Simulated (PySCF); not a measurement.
# Assigning NMR signals

Geometry (Å), atoms numbered from 1 in this order:
```xyz
12

F    -0.2078    2.8861    0.2506
B    -0.0303    1.5798    0.0799
C    -1.2812    0.6421   -0.0200
C    -1.0921   -0.6876   -0.1727
B     0.3601   -1.2761   -0.2423
C     1.6009   -0.3193   -0.1740
C     1.4261    1.0118   -0.0169
H    -2.2950    1.0613    0.0376
H    -1.9641   -1.3509   -0.2397
H     0.5231   -2.4716   -0.3422
H     2.6189   -0.7241   -0.2433
H     2.2898    1.6879    0.0419
```

[PySCF 2.14.0 with density-fitted response routines: B3LYP/pcJ-1 coupling constants (spin–dipole term only in couplings to heteroatoms); σ from GIAO-PBE0/pcSseg-1; PBE0-D3(BJ)/def2-SVP structure; no solvent; equivalent nuclei averaged; a single conformation; non-relativistic]

Scale: 13C (184.41 ppm) and 1H (31.27 ppm) vs TMS (reference shieldings calculated alike).

Problem. Assign these signals to the numbered atoms. 13C{1H} NMR (computed): δ 167.1 (CH, d, J = 24.8 Hz), 161.5 (CH, d, J = 38.5 Hz).

Solution. 
167.1 → C4/C6, alkene CH
161.5 → C3/C7, alkene CH: the olefinic region

Problem. Assign these signals to the numbered atoms. 1H NMR (300 MHz, computed): δ 7.71 (dd, J = 16.0, 5.4 Hz, 2H), 6.95 (dd, J = 16.0, 1.8 Hz, 2H), 6.33 (br, 1H).

Solution. 
7.71 → H9/H11, hydrogen on an alkene CH: olefinic region
6.95 → H8/H12, hydrogen on an alkene CH
6.33 → H10, hydrogen on a boron bonded to 2 C, in a 6-membered ring

Hydrogens on boron are broadened and split by 11B (spin 3/2, 80 %) and 10B (spin 3). A carbon bonded to boron is broadened by the quadrupolar boron nucleus and is often missing from a measured spectrum. Multiplet labels drop couplings under 1 Hz and merge nearly equal ones. Couplings among chemically equivalent protons are left out too, so labels in AA′BB′ or AA′XX′ sets are apparent multiplicities. Unscaled 3J(H,H) at this level run about 10 % above measured values. Shifts are as computed. Against solution values, carbons near 30 ppm lie about +2 ppm off and those near 130 ppm about +5 ppm. Of 1313 compounds with measured shifts, 239 miss one by over three times the rms of a fit or turn the order of signals round; such compounds aren't used in these exercises.
